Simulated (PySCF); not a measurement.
**Correlation energy of As⁺ (arsenic, charge +1)**

[Ar] 3d10 4s2 4p2, high-spin 3P determinant. All numbers are calculated (PySCF 2.14, the spin-free X2C one-electron Hamiltonian (Gaussian nucleus), in cc-pVDZ-DK (5s4p2d, 27 functions)). Frozen: [Ar] 3d10; 4 electrons correlated.

MP2 pair energies summed by pair of shells (mhartree):

| pair | energy | share (%) |
| --- | --- | --- |
| 4s-4p | -25.17 | 59.8 |
| 4s-4s | -12.71 | 30.2 |
| 4p-4p | -4.19 | 10.0 |

Total MP2 correlation energy: -42.06 mhartree.

Same-spin part -6.95 and opposite-spin part -35.12 mhartree; SCS-MP2 scales them by 1/3 and 6/5 to -44.45 mhartree.

```csv
level,correlation energy (mhartree)
CCSD,-58.35
(T),-0.61
CCSD(T),-58.96
```

Diagnostics: T1 = 0.0064, D1 = 0.0179, largest double amplitude 0.095.

Cost of the coupled-cluster step: 0.15 s of wall time on 1 thread of Neoverse-N1 (shared host), for 4 correlated electrons.

Iterations:

```
CC2 = 0
CCSD nocc = (np.int64(3), np.int64(1)), nmo = (13, 13)
frozen orbitals [[0, 1, 2, 3, 4, 5, 6, 7, 8, 9, 10, 11, 12, 13], [0, 1, 2, 3, 4, 5, 6, 7, 8, 9, 10, 11, 12, 13]]
max_cycle = 100
direct = 0
conv_tol = 1e-08
conv_tol_normt = 1e-06
diis_space = 8
diis_start_cycle = 0
Init t2, MP2 energy = -0.0420606642789304
Init E_corr(UCCSD) = -0.0420606642791031
cycle = 1  E_corr(UCCSD) = -0.0534328202125547  dE = -0.0113721559  norm(t1,t2) = 0.0451573
cycle = 2  E_corr(UCCSD) = -0.056655115136301  dE = -0.00322229492  norm(t1,t2) = 0.0161181
cycle = 3  E_corr(UCCSD) = -0.0583575098375172  dE = -0.0017023947  norm(t1,t2) = 0.00681577
cycle = 4  E_corr(UCCSD) = -0.0583428670548259  dE = 1.46427827e-05  norm(t1,t2) = 0.00109047
cycle = 5  E_corr(UCCSD) = -0.0583519801743818  dE = -9.11311956e-06  norm(t1,t2) = 0.000139821
cycle = 6  E_corr(UCCSD) = -0.0583491428239965  dE = 2.83735039e-06  norm(t1,t2) = 1.67016e-05
cycle = 7  E_corr(UCCSD) = -0.058350123312337  dE = -9.80488341e-07  norm(t1,t2) = 3.00697e-06
cycle = 8  E_corr(UCCSD) = -0.0583498779910823  dE = 2.45321255e-07  norm(t1,t2) = 7.43201e-07
cycle = 9  E_corr(UCCSD) = -0.0583498917273882  dE = -1.37363058e-08  norm(t1,t2) = 1.33162e-07
cycle = 10  E_corr(UCCSD) = -0.0583499115683862  dE = -1.9840998e-08  norm(t1,t2) = 7.87538e-08
cycle = 11  E_corr(UCCSD) = -0.0583499108301732  dE = 7.38212935e-10  norm(t1,t2) = 1.15606e-08
UCCSD converged
E(UCCSD) = -2258.62890655374  E_corr = -0.05834991083017324
UCCSD(T) correction = -0.000609073851845406
```
